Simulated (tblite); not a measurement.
Compound: C3H9BSi.
SMILES with atom numbers: `[BH:1]1[CH2:2][CH2:3][SiH2:4][CH2:5]1` (hydrogens: H6 on B1; H7, H8 on C2; H9, H10 on C3; H11, H12 on Si4; H13, H14 on C5)

Computed with GFN2-xTB (tblite), gas phase: L-BFGS steps from a force-field or distance-geometry start until the largest atomic force falls under 0.01 eV/Å.

The end geometry, which sets the zero of energy:
```
atom  x, y, z in Å
B1      0.4135    1.3898   -0.0644
C2      1.3590    0.1655    0.2299
C3      0.6621   -1.1739   -0.0759
Si4    -1.2027   -0.8618    0.1618
C5     -1.0845    0.9795   -0.3180
H6      0.7890    2.5002   -0.0323
H7      2.3444    0.2102   -0.2411
H8      1.5598    0.2147    1.3074
H9      1.0717   -1.9806    0.5317
H10     0.8540   -1.4459   -1.1156
H11    -1.6257   -1.0420    1.5571
H12    -2.0462   -1.6647   -0.7305
H13    -1.2790    1.0765   -1.3893
H14    -1.8161    1.6322    0.1572
```

Task: These geometries come from the run, each turned onto the end geometry. Order them by energy, lowest first.
A.
```
atom  x, y, z in Å
B1      0.4189    1.3890   -0.1086
C2      1.3754    0.1737    0.1871
C3      0.6696   -1.1879    0.0050
Si4    -1.2109   -0.8730    0.0900
C5     -1.0980    0.9942   -0.2663
H6      0.8082    2.4958   -0.1510
H7      2.3175    0.1995   -0.3688
H8      1.6706    0.2807    1.2381
H9      1.0203   -1.9086    0.7446
H10     0.9315   -1.6003   -0.9711
H11    -1.7728   -1.1501    1.4180
H12    -1.9559   -1.6308   -0.9217
H13    -1.4250    1.2203   -1.2827
H14    -1.7499    1.5972    0.3654
```
B.
```
atom  x, y, z in Å
B1      0.4071    1.3472   -0.1202
C2      1.3868    0.1545    0.2217
C3      0.6742   -1.1826    0.0187
Si4    -1.1634   -0.8179    0.0502
C5     -1.1325    0.9867   -0.2901
H6      0.7643    2.4707   -0.1366
H7      2.2912    0.2069   -0.4222
H8      1.7120    0.2537    1.2965
H9      0.9449   -1.9217    0.7980
H10     0.9130   -1.5905   -0.9814
H11    -1.6896   -1.0619    1.4107
H12    -1.8943   -1.5814   -0.9714
H13    -1.4628    1.1958   -1.3275
H14    -1.7515    1.5401    0.4317
```
C.
```
atom  x, y, z in Å
B1      0.4226    1.3850   -0.1168
C2      1.3659    0.1714    0.2256
C3      0.6696   -1.1817   -0.0322
Si4    -1.2050   -0.8703    0.1328
C5     -1.0934    0.9887   -0.2766
H6      0.8174    2.4854   -0.2052
H7      2.3469    0.2095   -0.2573
H8      1.5730    0.2522    1.3000
H9      1.0597   -1.9586    0.6256
H10     0.8958   -1.5116   -1.0478
H11    -1.7119   -1.1325    1.4835
H12    -1.9839   -1.6226   -0.8526
H13    -1.3950    1.1665   -1.3115
H14    -1.7623    1.6183    0.3105
```
D.
```
atom  x, y, z in Å
B1      0.4099    1.3823   -0.0993
C2      1.3669    0.1691    0.2002
C3      0.6630   -1.1911    0.0162
Si4    -1.2084   -0.8744    0.0728
C5     -1.1027    0.9834   -0.2833
H6      0.7893    2.4922   -0.1447
H7      2.2934    0.2037   -0.3794
H8      1.7098    0.2593    1.2366
H9      0.9886   -1.9201    0.7589
H10     0.9432   -1.6070   -0.9513
H11    -1.7206   -1.0872    1.4354
H12    -1.9253   -1.6122   -0.9748
H13    -1.4646    1.2315   -1.2823
H14    -1.7432    1.5702    0.3731
```
E.
```
atom  x, y, z in Å
B1      0.4263    1.3832   -0.1205
C2      1.3600    0.1682    0.2391
C3      0.6704   -1.1769   -0.0572
Si4    -1.2007   -0.8696    0.1341
C5     -1.0889    0.9849   -0.2916
H6      0.8178    2.4853   -0.2034
H7      2.3617    0.1956   -0.1976
H8      1.5191    0.2452    1.3220
H9      1.0661   -1.9730    0.5733
H10     0.8899   -1.4645   -1.0870
H11    -1.6626   -1.0977    1.5107
H12    -2.0142   -1.6528   -0.8034
H13    -1.3848    1.1544   -1.3292
H14    -1.7608    1.6173    0.2887
```

Result: E (0.002 eV), C (0.005 eV), A (0.013 eV), D (0.032 eV), B (0.237 eV).

In the order of the answer:

```csv
step,E above end (eV),largest force (eV/Å),rms force component (eV/Å),rms distance from end (Å),rms bond change (Å),bond most changed (Å)
51,0.002,0.01,0.005,0.084,0.001,B1–C5 +0.002
37,0.005,0.09,0.026,0.106,0.002,Si4–H12 -0.003
18,0.013,0.04,0.016,0.164,0.002,C2–C3 +0.004
6,0.032,0.16,0.061,0.177,0.004,Si4–C5 -0.012
0,0.237,2.02,0.492,0.188,0.025,Si4–C5 -0.070
```

What follows is the cost of the whole relaxation. The run took 0.59 s wall on an Arm Neoverse N1 with one thread, no GPU, on a shared host.
